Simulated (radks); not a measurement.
Problem. These are the eigenvalues of the occupied orbitals of an atom or ion with whole-number occupations (eV). Method: Dirac Kohn-Sham, PW91, spin-unpolarised, spherical densities, point nucleus; computed with a radial shooting solver on a logarithmic mesh with Libxc functionals.

| orbital | eigenvalue |
|---|---|
| 1s1/2 | -87996.07 |
| 2s1/2 | -15731.42 |
| 2p1/2 | -15106.22 |
| 2p3/2 | -12915.70 |
| 3s1/2 | -3781.654 |
| 3p1/2 | -3499.879 |
| 3p3/2 | -3011.135 |
| 3d3/2 | -2548.632 |
| 3d5/2 | -2444.655 |
| 4s1/2 | -862.0362 |
| 4p1/2 | -740.1427 |
| 4p3/2 | -620.4827 |
| 4d3/2 | -422.1378 |
| 4d5/2 | -399.8130 |
| 5s1/2 | -151.5282 |
| 4f5/2 | -143.0616 |
| 4f7/2 | -138.0293 |
| 5p1/2 | -109.9550 |
| 5p3/2 | -87.5726 |
| 5d3/2 | -30.4174 |
| 5d5/2 | -27.8221 |
| 6s1/2 | -19.2879 |
| 6p1/2 | -11.2994 |
| 6p3/2 | -9.4343 |

Which element is it, and in what charge state? The configuration may be excited. Open shells, if any, are shared by 2j + 1.

Solution. Z = 82, lead, charge +1: Pb+ in [Hg] 6p1. The list shows which subshells hold electrons but not how many an open one holds; the 1s level, -3233.8 hartree, gives Z - s = 80.4 by -(Z - s)^2/2, which with screening and relativity narrows Z to a few neighbours, and the depths of the outer levels then fix element, charge and occupations together.
